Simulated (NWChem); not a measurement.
System: C₄H₇O₂S, doublet; SMILES C1[CH]CCS1(=O)=O

NWChem input:

```
start job
memory heap 200 mb stack 900 mb global 1100 mb
geometry units angstroms noautosym nocenter noautoz
  O     -0.399146     0.871497     1.660656
  S     -0.048566     0.753481     0.225390
  O      0.145271     1.944933    -0.628963
  C      1.371231    -0.437182     0.082177
  C      0.719063    -1.762701     0.218400
  C     -0.775187    -1.797885     0.026542
  C     -1.221820    -0.445911    -0.533007
  H      1.833888    -0.223987    -0.910530
  H      2.103509    -0.181097     0.875308
  H      1.256562    -2.632109     0.624404
  H     -1.280339    -1.986985     1.003485
  H     -1.088794    -2.632828    -0.640041
  H     -1.088521    -0.353943    -1.628705
  H     -2.240846    -0.127099    -0.246522
end
basis spherical
  * library def2-svp
end
dft
  odft
  mult 2
  xc b3lyp
  iterations 150
  mulliken
end
task dft energy
esp
  recalculate
  probe 0.07
  range 0.3
  factor 1.0
  spacing 0.02
end
task esp
```

Structure relaxed at the PBE-D3(BJ)/def2-SVP, spin-unrestricted level. Not confirmed as a minimum by frequencies. No stability test was run on the SCF state. B3LYP is NWChem's, with the RPA form of VWN correlation.

Atomic charges in e: unrestrained fits to the electrostatic potential beside Mulliken populations; buried atoms are poorly determined by the fit.

Atoms are numbered as in the input.

Problem. Give the results of this calculation. (B3LYP/def2-SVP, spin-unrestricted.) Quantities: ESP O1; Mulliken O1; ESP S2; Mulliken S2; ESP O3; Mulliken O3; ESP C4; Mulliken C4; ESP C5; Mulliken C5; relative RMS misfit of the potential (%).

Solution. 
| Item | Result |
|---|---|
| ESP O1 | -0.58 |
| Mulliken O1 | -0.49 |
| ESP S2 | 1.08 |
| Mulliken S2 | 0.70 |
| ESP O3 | -0.58 |
| Mulliken O3 | -0.47 |
| ESP C4 | -0.06 |
| Mulliken C4 | 0.03 |
| ESP C5 | -0.19 |
| Mulliken C5 | -0.16 |
| relative RMS misfit of the potential (%) | 16 |
